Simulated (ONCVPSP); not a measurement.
# Cl (Z = 17): one change to an ONCV potential, before and after

```json
{
  "Element": "chlorine",
  "Generator": "ONCVPSP 4.0.1",
  "Type": "optimised norm-conserving Vanderbilt (ONCV)",
  "Functional": "LDA (Perdew-Zunger)",
  "Relativity": "scalar-relativistic",
  "Frozen core": "[Ne]",
  "Valence charge": "7",
  "Reference configuration": "3s2 3p4.75 (charge +0.25)",
  "Partial waves": "3s: rc 1.15 bohr, ncon 4, nbas 8, qcut 6.2 1/bohr, 2 projectors, debl 3.1 Ha; 3p: rc 1.40 bohr, ncon 4, nbas 8, qcut 6.1 1/bohr, 2 projectors, debl 1 Ha; d scattering state at 0.14 Ha: rc 1.45 bohr, ncon 4, nbas 7, qcut 7.6 1/bohr, 2 projectors, debl 0.4 Ha",
  "Local potential": "polynomial inside 0.90 bohr (lpopt 5, dvloc0 0 Ha)",
  "Core correction": "Teter function, fcfact 4.25, rcfact 1.35"
}
```

Change: s: rc 1.66.

Cutoffs: the cutoffs (Ha) at which the residual kinetic energy of the hardest occupied pseudo-wave falls to 1 and 0.1 mHa per electron; they do not see the model core or the augmentation charge, which bear on the density cutoff. Errors are all-electron minus pseudo energies relative to the spin-unpolarised reference configuration.

Q: Predict the effect on cutoff, ghosts and configuration errors.

A: The potential gets softer (16 Ha and 45 Ha → 14 Ha and 19 Ha); of the 4 tests that both files solve, the error grows in 1 and shrinks in 0 by more than 15 % and 0.3 meV (median size 0.7 → 0.9 meV); neither file shows a bound ghost. A larger radius leaves more room for a smooth pseudo-wave, so fewer plane waves are needed.

```tsv
quantity	base	changed
cutoff, loose	16 Ha	14 Ha
cutoff, tight	45 Ha	19 Ha
loose cutoff by channel	s 16 Ha, p 8.5 Ha	s 14 Ha, p 8.5 Ha
bound ghosts	none	none
GHOST(+) flags under 300 eV	s at 145.2 eV	s at 167.5 eV
error for 3s2 3p5, meV [ΔE -2.49 eV]	+0.3	+0.3
error for 3s2 3p4, meV [ΔE 11.48 eV]	+0.2	+0.4
error for 3s2 3p3, meV [ΔE 37.01 eV]	+9.6	+12
error for 3s1 3p6, meV [ΔE 9.56 eV]	+1.2	-1.4
p: phases at 1.42 bohr within 0.05 rad from the reference energy up to (Ha; the scan ends near 5)	to the end of the scan	to the end of the scan
d: phases at 1.47 bohr within 0.05 rad from the reference energy up to (Ha; the scan ends near 5)	to the end of the scan	to the end of the scan
rms error of d²Exc/dni dnj with the model core, mHa	0.86	0.71
```
